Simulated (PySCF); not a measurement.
**WF₅: from structure and modes to constants**

Method: UPBE0/[W def2-SVP with ECP60, F def2-SVP], scalar-relativistic core potentials, density fitting, no spin–orbit coupling, PySCF.

The doublet minimum has C2v symmetry. Masses (u): W 183.95093, F 18.99840.

```xyz
6
charge 0 multiplicity 2, angstrom
W    -0.0204    0.0000    0.0000
F     1.0507    0.0000    1.4923
F    -1.8422    0.0000    0.0000
F    -0.0300   -1.8866    0.0000
F     1.0507    0.0000   -1.4923
F    -0.0300    1.8866    0.0000
```

Harmonic wavenumbers (cm⁻¹): 72.2 (b2, ×1), 94.3 (a1, ×1), 130.6 (a2, ×1), 195.9 (b2, ×1), 198.7 (a1, ×1), 213.1 (b1, ×1), 276.9 (b1, ×1), 671.4 (b2, ×1), 680.2 (a1, ×1), 693.6 (b1, ×1), 755.2 (a1, ×1), 757.8 (a1, ×1).

**Question.** Find the principal moments of inertia and the rotational constants. What kind of rotor is it?

**Answer.** About the centre of mass I = 191.15, 219.85, 241.78 u Å². With B = 16.8576/I this gives 0.08819, 0.07668, 0.06972 cm⁻¹. The molecule is an asymmetric top with κ = -0.25.

**Question.** What is the harmonic zero-point energy?

**Answer.** Half the sum of all 12 wavenumbers, 4740/2 = 2370 cm⁻¹, which is 28.4 kJ/mol (1 cm⁻¹ = 0.0119627 kJ/mol).

**Question.** Find the vibrational entropy and heat capacity at 298.15 K.

**Answer.** With u = 1.43878 ω/T, each mode gives S = R[u/(eᵘ−1) − ln(1−e⁻ᵘ)] and C = R u² eᵘ/(eᵘ−1)².
```json
{"ω (cm⁻¹)": "72.2", "u": "0.348", "S (J/(mol K))": "17.13", "C (J/(mol K))": "8.23"}
{"ω (cm⁻¹)": "94.3", "u": "0.455", "S (J/(mol K))": "14.94", "C (J/(mol K))": "8.17"}
{"ω (cm⁻¹)": "130.6", "u": "0.630", "S (J/(mol K))": "12.29", "C (J/(mol K))": "8.04"}
{"ω (cm⁻¹)": "195.9", "u": "0.946", "S (J/(mol K))": "9.08", "C (J/(mol K))": "7.72"}
{"ω (cm⁻¹)": "198.7", "u": "0.959", "S (J/(mol K))": "8.98", "C (J/(mol K))": "7.71"}
{"ω (cm⁻¹)": "213.1", "u": "1.028", "S (J/(mol K))": "8.44", "C (J/(mol K))": "7.62"}
{"ω (cm⁻¹)": "276.9", "u": "1.336", "S (J/(mol K))": "6.50", "C (J/(mol K))": "7.18"}
{"ω (cm⁻¹)": "671.4", "u": "3.240", "S (J/(mol K))": "1.43", "C (J/(mol K))": "3.70"}
{"ω (cm⁻¹)": "680.2", "u": "3.282", "S (J/(mol K))": "1.38", "C (J/(mol K))": "3.63"}
{"ω (cm⁻¹)": "693.6", "u": "3.347", "S (J/(mol K))": "1.31", "C (J/(mol K))": "3.52"}
{"ω (cm⁻¹)": "755.2", "u": "3.644", "S (J/(mol K))": "1.03", "C (J/(mol K))": "3.04"}
{"ω (cm⁻¹)": "757.8", "u": "3.657", "S (J/(mol K))": "1.02", "C (J/(mol K))": "3.02"}
```
The sums over all modes are S = 83.5 and C = 71.6 J/(mol K); the softest mode gives 21 % of the entropy.

**Question.** Give the standard entropy (298.15 K, 1 bar) by its translational, rotational, vibrational and spin parts, and Cp.

**Answer.** Sackur–Tetrode with M = 278.94 u gives 179.1; rotation with symmetry number 2 gives 109.8; vibration 83.5; spin R ln 2 = 5.8. The total is 378.2 J/(mol K), and Cp = 4 R + 71.6 = 104.9 J/(mol K).

Only a few start shapes were tried, so a lower isomer may exist. Open d and f shells are described by one determinant, and the ground state may have another occupation or spin. Spin–orbit coupling, left out here, can matter for elements this heavy.
